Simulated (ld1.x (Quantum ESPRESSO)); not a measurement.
**What one change does to a pseudopotential (cobalt, RRKJ)**

Co (Z = 27), norm-conserving RRKJ (Kleinman–Bylander form), made with ld1.x (Quantum ESPRESSO) 7.5 (PBEsol, scalar-relativistic). Core [Ne], reference 3s2 3p6 3d7 4s2 4p0. Waves: 3s (bound): rc 0.70 bohr; 3p (bound): rc 1.20 bohr; 3d (bound): rc 1.05 bohr. Local part: the d channel. Core correction: none. rho0 = 0.02.

Occupied shells without a wave of their own: 4s. They enter only through the test configuration that unscreens the potential.

All-electron outer shells of the reference configuration (PBEsol, scalar-relativistic, ld1.x):

```
shell  level (eV)  outermost node (bohr)  outermost maximum (bohr)
   2s     -898.08                   0.08                      0.21
   2p     -769.45                      –                      0.17
   3s     -102.14                   0.31                      0.66
   3p      -65.51                   0.28                      0.68
   3d       -8.23                      –                      0.66
   4s       -5.49                   0.96                      2.32
   4p       -1.25                   1.05                      3.21
```

Change: wave 3d (bound): rc 1.05 bohr becomes 3d (bound): rc 1.36 bohr.

Cutoffs: the cutoffs (Ry, on a coarse ladder) from which the occupation-weighted sum of valence levels, in a spherical-Bessel basis at the reference potential, stays within 10 and 1 mRy of its value at 400 Ry; they do not see the model core or the augmentation charge, which bear on the density cutoff. Errors are all-electron minus pseudo energies relative to the spin-unpolarised reference configuration.

Q: What does the change do?

A: The miss of the reference levels goes from 0.01 to 0.26 eV; of the 7 tests that both files solve, the error grows in 7 and shrinks in 0 by more than 15 % and 0.3 meV (median size 10.4 → 343.2 meV); neither file shows a bound ghost. More of the atom is replaced by a form fitted at one configuration, so other configurations suffer.

```tsv
quantity	base	changed
cutoff, loose	300 Ry	260 Ry
cutoff, tight	over 300 Ry	over 300 Ry
loose cutoff by channel (10 mRy a level)	s 230 Ry, p 60 Ry, d 160 Ry	s 230 Ry, p 60 Ry, d 110 Ry
bound ghosts	none	none
largest miss of a reference level, eV	0.01	0.26
error for 3s2 3p6 3d7 4s1 4p0, meV [ΔE 9.05 eV]	+13	+343
error for 3s2 3p6 3d7 4s0 4p0, meV [ΔE 25.74 eV]	+29	+864
error for 3s2 3p6 3d6 4s0 4p0, meV [ΔE 61.58 eV]	+10	+1182
error for 3s2 3p6 3d7.5 4s1.5 4p0, meV [ΔE -0.96 eV]	+5.1	+113
error for 3s2 3p6 3d8 4s0 4p0, meV [ΔE 6.42 eV]	+26	+548
error for 3s2 3p6 3d7 4s1.5 4p0, meV [ΔE 3.61 eV]	+5.8	+151
error for 3s2 3p6 3d7 4s1 4p1, meV [ΔE 4.38 eV]	-7.3	+184
```

Changed file: The 4s level has no wave, so the channel is fitted at the deeper level alone: the likely source of the large errors.
